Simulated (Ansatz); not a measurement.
Ansatz results at the PBE0-D4/def2-TZVP geometry: size of the dipole moment (B3LYP/def2-TZVPP) 2.68 D; HOMO energy (PBE0/def2-TZVPP) -6.33 eV; LUMO energy (PBE/def2-TZVPP) -2.34 eV.

**Question.** Which molecule gave them?
A. `C[CH]1C=[N][GaH]1`
B. `F[BH][AlH][F]`
C. `[NH2][GeH]1[CH2][S]1`
D. `C=C=C(C)Cl`

**Answer.** A. The others give `C=C=C(C)Cl`: 1.68, -7.09, -1.58; `[NH2][GeH]1[CH2][S]1`: 1.97, -6.60, -0.98; `F[BH][AlH][F]`: 1.34, -7.60, -3.00.

B3LYP here is the variant with VWN-RPA as its local correlation; programs differ in this.
